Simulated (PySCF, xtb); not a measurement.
C2H4BFO2, SMILES COB(F)C=O.

xtb with GFN2-xTB at its own geometry gives an orbital gap of 2.30 eV and a dipole moment of 1.66 D.

Coordinates come from a ωB97X-D3(BJ)/def2-SVP optimisation. This is a generated structure with no PubChem entry under its InChIKey; it may be hypothetical. Other conformers were not sampled.

Question: What does PySCF with B3LYP/def2-TZVP give? (An estimate is asked for; the answer gives what the named calculation found.)

Answer: gap 4.61 eV (levels -7.19 and -2.58 eV), dipole 0.92 D.
